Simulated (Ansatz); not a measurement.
Ansatz (a first-principles code) input (B3LYP-D3(BJ)/def2-TZVP):

Ansatz 0.2 input:
```yaml
crystal:
  periodic: [false, false, false]
  atoms:
    - {symbol: Si, position_ang: [0.00227794, 0.56406594, -0.44594483]}
    - {symbol: C, position_ang: [1.49254723, -0.56912887, -0.16402080]}
    - {symbol: C, position_ang: [-1.52106510, -0.00354035, 0.52453462]}
    - {symbol: F, position_ang: [0.40728916, 2.02669238, 0.12457420]}
    - {symbol: H, position_ang: [-0.27357993, 0.81308249, -1.85677124]}
    - {symbol: H, position_ang: [1.31018476, -1.57167054, -0.53829756]}
    - {symbol: H, position_ang: [2.37463828, -0.18543039, -0.66856793]}
    - {symbol: H, position_ang: [1.73182904, -0.65108767, 0.89329393]}
    - {symbol: H, position_ang: [-2.33526083, 0.70823769, 0.42217450]}
    - {symbol: H, position_ang: [-1.88142354, -0.96669258, 0.17689354]}
    - {symbol: H, position_ang: [-1.30217286, -0.09757272, 1.58526386]}
basis:
  gaussian:
    orbitals: def2-TZVP
hamiltonian:
  xc: b3lyp
  dispersion: d3bj
relax: {f_tol: 0.002, max_steps: 150}
```

Output:

```
Functional definition: B3LYP
integrals: 0.08 GiB planned
1085 factors; their error is unknown
mean field: 0.77 GiB planned
mean field evaluation 1: about -12776.1048 eV, gradient 7.7e1 eV
mean field evaluation 2: about -12769.6905 eV, gradient 9.0e1 eV
mean field evaluation 4: about -12788.2981 eV, gradient 5.5e0 eV
mean field evaluation 8: about -12788.3443 eV, gradient 2.2e-2 eV
mean field evaluation 16: about -12788.3662 eV, gradient 4.1e-5 eV
mean field -12788.36617887 eV, -469.9637888077 hartree, gradient 4.1e-5 eV, S^2 0.000000; 0 other end points of the search recorded, 0 dependent functions left out
the calculation of the forces begins
reference -12788.36644113 eV, -469.9637984456 hartree; 21, 21 occupied and 151, 151 virtual orbitals, 1085 factors
relax step   1: F+E_penalty+E_count = -12788.70444259 eV  Δ(F+E_penalty+E_count) = +0.000e0 eV  max|allowed force component| = 1.032e0 eV/Å  Δτ_max = 0.0000 Å  (27 SCF iters, accepted)
these checks for a lower state are left out or cut short: starts, cluster_reference, orbital_swaps, neighbouring_geometries, increment
integrals: 0.08 GiB planned
1085 factors; their error is unknown
mean field: 0.77 GiB planned
mean field -12788.40244011 eV, -469.9651213837 hartree, gradient 1.5e-5 eV, S^2 0.000000; 0 other end points of the search recorded, 0 dependent functions left out
the calculation of the forces begins
reference -12788.40270078 eV, -469.9651309628 hartree; 21, 21 occupied and 151, 151 virtual orbitals, 1085 factors
relax step   2: F+E_penalty+E_count = -12788.74282614 eV  Δ(F+E_penalty+E_count) = -3.838e-2 eV  max|allowed force component| = 2.460e-1 eV/Å  Δτ_max = 0.0492 Å  (30 SCF iters, accepted)
these checks for a lower state are left out or cut short: starts, cluster_reference, orbital_swaps, neighbouring_geometries, increment
integrals: 0.08 GiB planned
1085 factors; their error is unknown
mean field: 0.77 GiB planned
mean field -12788.40654991 eV, -469.9652724158 hartree, gradient 1.6e-5 eV, S^2 0.000000; 0 other end points of the search recorded, 0 dependent functions left out
the calculation of the forces begins
reference -12788.40681019 eV, -469.9652819809 hartree; 21, 21 occupied and 151, 151 virtual orbitals, 1085 factors
relax step   3: F+E_penalty+E_count = -12788.74857685 eV  Δ(F+E_penalty+E_count) = -5.751e-3 eV  max|allowed force component| = 5.368e-2 eV/Å  Δτ_max = 0.0291 Å  (30 SCF iters, accepted)
these checks for a lower state are left out or cut short: starts, cluster_reference, orbital_swaps, neighbouring_geometries, increment
integrals: 0.08 GiB planned
1085 factors; their error is unknown
mean field: 0.77 GiB planned
mean field evaluation 32: about -12788.3871 eV, gradient 5.3e-1 eV
mean field -12788.40718343 eV, -469.9652956974 hartree, gradient 1.5e-5 eV, S^2 0.000000; 0 other end points of the search recorded, 0 dependent functions left out
the calculation of the forces begins
reference -12788.40744381 eV, -469.9653052662 hartree; 21, 21 occupied and 151, 151 virtual orbitals, 1085 factors
relax step   4: F+E_penalty+E_count = -12788.74899855 eV  Δ(F+E_penalty+E_count) = -4.217e-4 eV  max|allowed force component| = 4.685e-2 eV/Å  Δτ_max = 0.0076 Å  (31 SCF iters, accepted)
these checks for a lower state are left out or cut short: starts, cluster_reference, orbital_swaps, neighbouring_geometries, increment
integrals: 0.08 GiB planned
1085 factors; their error is unknown
mean field: 0.77 GiB planned
mean field -12788.40739353 eV, -469.9653034184 hartree, gradient 1.5e-5 eV, S^2 0.000000; 0 other end points of the search recorded, 0 dependent functions left out
the calculation of the forces begins
reference -12788.40765426 eV, -469.9653129999 hartree; 21, 21 occupied and 151, 151 virtual orbitals, 1085 factors
relax step   5: F+E_penalty+E_count = -12788.74911127 eV  Δ(F+E_penalty+E_count) = -1.127e-4 eV  max|allowed force component| = 1.896e-2 eV/Å  Δτ_max = 0.0075 Å  (31 SCF iters, accepted)
these checks for a lower state are left out or cut short: starts, cluster_reference, orbital_swaps, neighbouring_geometries, increment
integrals: 0.08 GiB planned
1085 factors; their error is unknown
mean field: 0.77 GiB planned
mean field -12788.40737554 eV, -469.9653027573 hartree, gradient 1.6e-5 eV, S^2 0.000000; 0 other end points of the search recorded, 0 dependent functions left out
the calculation of the forces begins
reference -12788.40763629 eV, -469.9653123395 hartree; 21, 21 occupied and 151, 151 virtual orbitals, 1085 factors
relax step   6: F+E_penalty+E_count = -12788.74912671 eV  Δ(F+E_penalty+E_count) = -1.543e-5 eV  max|allowed force component| = 3.148e-3 eV/Å  Δτ_max = 0.0038 Å  (30 SCF iters, accepted)
these checks for a lower state are left out or cut short: starts, cluster_reference, orbital_swaps, neighbouring_geometries, increment
integrals: 0.08 GiB planned
1085 factors; their error is unknown
mean field: 0.77 GiB planned
mean field -12788.40735883 eV, -469.9653021430 hartree, gradient 1.4e-5 eV, S^2 0.000000; 0 other end points of the search recorded, 0 dependent functions left out
the calculation of the forces begins
reference -12788.40761956 eV, -469.9653117246 hartree; 21, 21 occupied and 151, 151 virtual orbitals, 1085 factors
relax step   7: F+E_penalty+E_count = -12788.74912896 eV  Δ(F+E_penalty+E_count) = -2.250e-6 eV  max|allowed force component| = 9.040e-4 eV/Å  Δτ_max = 0.0011 Å  (21 SCF iters, accepted)
integrals: 0.08 GiB planned
1085 factors; their error is unknown
mean field: 0.77 GiB planned
mean field evaluation 64: about -12788.3416 eV, gradient 5.4e0 eV
mean field -12788.40735883 eV, -469.9653021430 hartree, gradient 1.4e-5 eV, S^2 0.000000; 1 other end points of the search recorded, 0 dependent functions left out
the calculation of the forces begins
reference -12788.40761956 eV, -469.9653117246 hartree; 21, 21 occupied and 151, 151 virtual orbitals, 1085 factors
Total energy: -12788.74938968 eV, -469.9778715452 hartree
Atom 0 at     0.014450     0.577647    -0.403567 Å, force     0.000010    -0.000647     0.000489 eV/Å
Atom 1 at     1.471927    -0.554339    -0.160745 Å, force    -0.000211    -0.000777    -0.000390 eV/Å
Atom 2 at    -1.496760     0.004228     0.519491 Å, force    -0.000262    -0.000654    -0.000260 eV/Å
Atom 3 at     0.416260     2.041465     0.147694 Å, force     0.000034     0.000904    -0.000369 eV/Å
Atom 4 at    -0.285729     0.739437    -1.846081 Å, force     0.000103     0.000266     0.000067 eV/Å
Atom 5 at     1.252996    -1.549715    -0.555621 Å, force    -0.000111     0.000781     0.000065 eV/Å
Atom 6 at     2.355244    -0.175105    -0.677930 Å, force    -0.000075    -0.000298     0.000240 eV/Å
Atom 7 at     1.716805    -0.658648     0.898488 Å, force    -0.000084     0.000027     0.000007 eV/Å
Atom 8 at    -2.323367     0.706355     0.395825 Å, force     0.000029    -0.000388     0.000167 eV/Å
Atom 9 at    -1.825046    -0.969840     0.147941 Å, force     0.000510     0.000576     0.000023 eV/Å
Atom 10 at    -1.291516    -0.094530     1.587638 Å, force     0.000057     0.000210    -0.000039 eV/Å
Dipole moment:    -0.068569    -0.375139     0.008850 e Å
```
